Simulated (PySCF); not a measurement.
Compound: C₅H₉OPSi.
Atom-mapped SMILES: `[CH:1]#[C:2][C@@H:3]1[CH2:4][CH2:5][O:6][Si@@H:7]1[PH2:8]`

Geometry (GFN2-xTB, Å), atoms numbered from 1 in this order:
```
atom  x, y, z in Å
C1    -1.350    2.562   -0.598
C2    -0.932    1.448   -0.733
C3    -0.399    0.116   -0.831
C4    -1.267   -0.918   -0.104
C5    -0.356   -2.085    0.258
O6     0.868   -1.578    0.739
Si7    1.288   -0.150    0.065
P8     1.644    1.346    1.679
H9    -1.733    3.534   -0.507
H10   -0.307   -0.154   -1.887
H11   -1.651   -0.471    0.815
H12   -2.110   -1.252   -0.708
H13   -0.156   -2.703   -0.625
H14   -0.784   -2.716    1.040
H15    2.351   -0.381   -0.925
H16    1.901    2.378    0.796
H17    2.985    1.037    1.816
```

Probes without a nucleus sit at each ring's centroid and 1 Å off its mean plane on both sides; NICS is minus the shielding there, NICSzz its component along the normal. Level: GIAO PBE0/pcSseg-1 (PySCF, non-relativistic, gas phase) on the GFN2-xTB geometry, one conformer.

Ring bond lengths (Å), with Mayer bond orders in brackets: C3–C4 1.534 (0.99), C4–C5 1.524 (1.05), C5–O6 1.409 (0.88), O6–Si7 1.634 (1.00), Si7–C3 1.928 (0.81).

Question: What do the NICS probes read (ppm)?

Answer: 
```csv
ring,type,NICS(0),"NICS(1), two faces","NICS(1)zz, two faces",rms pucker (Å),"centre to ring atoms, mean (Å)"
C3–C4–C5–O6–Si7,5-membered ring with O and Si; formal bonds all single,-6.2,-3.5 / -3.2,-2.7 / -4.5,0.17,1.34
```

Question: What do they say, and how far can they be read as aromaticity?

Answer: 
- C3–C4–C5–O6–Si7: mean NICS(1)zz -3.6 ppm, shielded. C3, C4, C5, Si7 have four or more neighbours, and the NICS criterion for π rings isn't applied.

Question: Give the inner angles of the rings and the Hirshfeld charges of the ring atoms.

Answer: 
- C3–C4–C5–O6–Si7: C3 100.5° (-0.102 e), C4 106.9° (-0.070 e), C5 108.9° (+0.008 e), O6 113.4° (-0.241 e), Si7 95.0° (+0.371 e); sum 524.7° against 540° for a flat convex ring.

Question: How shielded are the nuclei of the rings and their hydrogens (means over atoms taken as equivalent)?

Answer: 
| atoms | environment | σ isotropic (ppm) | principal values of the symmetric part, first atom (ppm) |
| --- | --- | --- | --- |
| C3 | sp3 carbon bound to silicon | 167.8 | 151.8, 168.0, 183.5 |
| C4 | ring CH2 carbon | 148.3 | 124.6, 154.4, 166.0 |
| C5 | sp3 carbon bound to oxygen | 114.6 | 71.4, 111.1, 161.3 |
| O6 | silyl ether oxygen | 286.2 | 240.5, 278.9, 339.1 |
| Si7 | oxygen-bound silicon | 324.0 | 263.3, 324.2, 384.4 |
| H10 | methine hydrogen | 29.44 | 24.8, 27.4, 36.1 |
| H11 | methylene hydrogen | 29.70 | 26.0, 28.4, 34.7 |
| H12 | methylene hydrogen | 29.47 | 25.2, 27.2, 36.1 |
| H13 | methylene hydrogen | 27.92 | 22.4, 26.6, 34.8 |
| H14 | methylene hydrogen | 27.22 | 22.1, 26.0, 33.6 |
| H15 | Si–H hydrogen | 25.99 | 22.3, 23.7, 31.9 |
